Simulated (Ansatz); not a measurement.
`C[SiH](F)N[SiH2]F`: the same geometry under several functionals.

```yaml
crystal:
  periodic: [false, false, false]
  atoms:
    - {symbol: C, position_ang: [-0.544271, -1.754905, 1.285397]}
    - {symbol: Si, position_ang: [0.604601, -0.698045, 0.292527]}
    - {symbol: F, position_ang: [1.531969, -1.686713, -0.563971]}
    - {symbol: N, position_ang: [-0.253887, 0.365200, -0.749707]}
    - {symbol: Si, position_ang: [0.100736, 1.998151, -1.111330]}
    - {symbol: F, position_ang: [-0.751646, 3.004011, -0.203371]}
    - {symbol: H, position_ang: [-1.167464, -1.139312, 1.938012]}
    - {symbol: H, position_ang: [-1.202050, -2.336102, 0.633111]}
    - {symbol: H, position_ang: [0.015379, -2.458628, 1.905631]}
    - {symbol: H, position_ang: [1.513799, 0.138883, 1.107978]}
    - {symbol: H, position_ang: [-1.078531, -0.015848, -1.194642]}
    - {symbol: H, position_ang: [-0.274832, 2.300101, -2.510553]}
    - {symbol: H, position_ang: [1.526499, 2.248507, -0.814182]}
basis:
  gaussian: {orbitals: def2-TZVPP}
hamiltonian: {xc: {name: B3LYP}, dispersion: d4}
output: {forces: true, orbitals: {seedname: orbitals}}
```

```sh
$ ansatz run in.yaml --threads 2 --pin off --events-out ev --progress --plain --max-ram 32768MiB --backend cuda --devices 0, --max-vram 18GiB
```

It prints (some lines left out):

```
Functional definition: B3LYP
1642 factors; their error is unknown
mean field evaluation 1: about -23826.8510 eV, gradient 9.0e1 eV
mean field evaluation 2: about -23809.5930 eV, gradient 1.2e2 eV
mean field evaluation 4: about -23841.2076 eV, gradient 7.5e0 eV
mean field evaluation 8: about -23841.3243 eV, gradient 1.5e-1 eV
mean field evaluation 16: about -23841.3576 eV, gradient 2.2e-4 eV
mean field -23841.35756125 eV, -876.1537301233 hartree, gradient 1.0e-5 eV, S^2 0.000000; 0 other end points of the search recorded, 0 dependent functions left out
reference -23841.35786284 eV, -876.1537412067 hartree; 33, 33 occupied and 273, 273 virtual orbitals, 1642 factors
Total energy: -23841.82743096 eV, -876.1709975167 hartree
Atom 0 at    -0.544271    -1.754905     1.285397 Å, force    -0.059601    -0.061223     0.065667 eV/Å
Atom 1 at     0.604601    -0.698045     0.292527 Å, force     0.044339     0.122513     0.180818 eV/Å
Atom 2 at     1.531969    -1.686713    -0.563971 Å, force     0.127458    -0.125923    -0.111535 eV/Å
Atom 3 at    -0.253887     0.365200    -0.749707 Å, force    -0.053164    -0.023515    -0.027700 eV/Å
Atom 4 at     0.100736     1.998151    -1.111330 Å, force     0.174184     0.041894    -0.238091 eV/Å
Atom 5 at    -0.751646     3.004011    -0.203371 Å, force    -0.105842     0.128986     0.118925 eV/Å
Atom 6 at    -1.167464    -1.139312     1.938012 Å, force     0.020934    -0.044278    -0.023409 eV/Å
Atom 7 at    -1.202050    -2.336102     0.633111 Å, force     0.021708     0.023101     0.042484 eV/Å
Atom 8 at     0.015379    -2.458628     1.905631 Å, force    -0.042718     0.025239    -0.020104 eV/Å
Atom 9 at     1.513799     0.138883     1.107978 Å, force    -0.062592    -0.060591    -0.046293 eV/Å
Atom 10 at    -1.078531    -0.015848    -1.194642 Å, force     0.002139     0.002202    -0.001390 eV/Å
Atom 11 at    -0.274832     2.300101    -2.510553 Å, force     0.030921    -0.015430     0.089400 eV/Å
Atom 12 at     1.526499     2.248507    -0.814182 Å, force    -0.097766    -0.012976    -0.028771 eV/Å
Dipole moment:    -0.263582    -0.215442     0.015978 e Å
```

Run time 4.4 s (2 threads of an AMD EPYC 7R13 on a shared host and a share of an NVIDIA H100 80 GB); peak host memory 0.86 GiB.

The same input with `hamiltonian: {xc: {name: r2SCAN0}, dispersion: d4}` and no forces (abridged; 3.1 s):

```
Functional definition: r2SCAN0
mean field evaluation 16: about -23833.7752 eV, gradient 5.2e-5 eV
mean field -23833.77515743 eV, -875.8750819226 hartree, gradient 5.2e-5 eV, S^2 0.000000
Total energy: -23833.86199011 eV, -875.8782729647 hartree
```

With the line `hamiltonian: {xc: pbe0, dispersion: d4}` and no forces (abridged; 7.5 s):

```
Functional definition: PBE0
mean field evaluation 16: about -23824.9888 eV, gradient 4.3e-5 eV
mean field -23824.98884959 eV, -875.5521910648 hartree, gradient 4.3e-5 eV, S^2 0.000000
Total energy: -23825.23703143 eV, -875.5613115793 hartree
```

The same input with `hamiltonian: {xc: {name: revPBE}, dispersion: d4}` and no forces (abridged; 6 s):

```
Functional definition: revPBE
mean field evaluation 16: about -23833.5614 eV, gradient 9.4e-4 eV
mean field -23833.56142148 eV, -875.8672272711 hartree, gradient 2.6e-5 eV, S^2 0.000000
Total energy: -23834.42353526 eV, -875.8989093683 hartree
```

With the line `hamiltonian: {xc: {name: LC-wPBE}}` and no forces (abridged; 2.8 s):

```
Functional definition: LC-wPBE
mean field evaluation 16: about -23830.6776 eV, gradient 4.8e-5 eV
mean field -23830.67759826 eV, -875.7612487227 hartree, gradient 4.9e-5 eV, S^2 0.000000
Total energy: -23830.67759827 eV, -875.7612487230 hartree
```

With the line `hamiltonian: {xc: {name: PBE-QIDH}}` and no forces (abridged; 5.5 s):

```
Functional definition: PBE-QIDH
mean field evaluation 16: about -23808.2588 eV, gradient 1.0e-4 eV
mean field -23808.25883500 eV, -874.9373743687 hartree, gradient 4.3e-6 eV, S^2 0.000000
14 core orbitals not correlated: weight in the atoms' cores, before any rotation towards them, 1.000 or more for the frozen orbitals, at most 0.000 for the correlated occupied ones
second order -34.24656005 eV of doubles, -0.00000000 eV of singles
Total energy: -23819.67436923 eV, -875.3568875142 hartree
```

B3LYP takes the VWN-RPA correlation (the form of Gaussian; ORCA's B3LYP/G).
